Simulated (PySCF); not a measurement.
Compound: H9NSSi3.
Z-matrix (Å and degrees, PBE0-D3(BJ)/def2-SVP geometry), rows numbered from 1:
```
Si
N   1  1.7457
Si  2  1.7280  1  129.23
S   3  2.1606  2  110.79  1   114.19
Si  4  2.1481  3   99.00  2   131.34
H   1  1.4957  2  111.66  3  -118.16
H   1  1.4961  2  111.57  3   121.58
H   1  1.4909  2  107.19  3     1.87
H   2  1.0182  1  115.72  3   174.67
H   3  1.4881  2  106.85  1    -6.14
H   3  1.4964  2  112.39  1  -127.42
H   5  1.4904  4  105.92  3   178.36
H   5  1.4937  4  111.32  3   -62.38
H   5  1.4936  4  111.80  3    59.17
```

All values: PBE0/pcSseg-1 (PySCF, non-relativistic), on one gas-phase PBE0-D3(BJ)/def2-SVP geometry that isn't relaxed in the solvent. The solvent is an IEF-PCM continuum (van der Waals radii × 1.2). Only the electrostatic response of the medium enters.

| run | E − E(gas) (kcal/mol) | HOMO (eV) | HOMO–LUMO gap (eV) | dipole (D) |
| --- | --- | --- | --- | --- |
| gas | 0.00 | -7.38 | 7.33 | 1.54 |
| P | -2.94 | -7.36 | 7.45 | 2.12 |
| Q | -2.62 | -7.36 | 7.44 | 2.04 |

Problem. The runs were made in acetone and dichloromethane. Which run belongs to which solvent?

Solution. P = acetone, Q = dichloromethane. The dielectric constants are 8.93 (dichloromethane), 20.49 (acetone), and the energy falls further as ε rises. In this model the ground state sees the solvent through ε alone.

Problem. How constant is the ratio of the lowering to (ε − 1)/(2ε + 1)?

Solution. 
| solvent | (ε − 1)/(2ε + 1) | E − E(gas) (kcal/mol) | ratio (kcal/mol) | polarisation term (kcal/mol) |
| --- | --- | --- | --- | --- |
| dichloromethane | 0.420 | -2.62 | -6.2 | -2.95 |
| acetone | 0.464 | -2.94 | -6.3 | -3.36 |

The ratio changes by +1.6 % in size from dichloromethane to acetone. The polarisation term is half the interaction of the solute with the induced surface charges.
